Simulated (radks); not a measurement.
Values are calculated unless marked as measured or tabulated.
Task: These are the eigenvalues of the occupied orbitals of an atom or ion with whole-number occupations (hartree). Level of theory: scalar-relativistic Kohn-Sham, B86b exchange with PBE correlation, spin-polarised, spherical densities, point nucleus (a radial shooting solver on a logarithmic mesh with Libxc functionals).

| orbital | eigenvalue |
|---|---|
| 1s up | -150.4127 |
| 1s down | -150.3973 |
| 2s up | -20.15792 |
| 2s down | -20.14291 |
| 2p up | -17.27091 |
| 2p down | -17.25050 |
| 3s up | -5.83217 |
| 3s down | -5.73417 |
| 3p up | -5.05304 |

Which element is it, and in what charge state? The configuration may be excited. Open shells, if any, are filled with parallel spins first.

Result: Z = 20, calcium, charge +7: Ca7+ in [Ne] 3s2 3p1. The list shows which subshells hold electrons but not how many an open one holds; the 1s level, -150.41 hartree, gives Z - s = 17.3 by -(Z - s)^2/2, which with screening and relativity narrows Z to a few neighbours, and the depths of the outer levels then fix element, charge and occupations together.
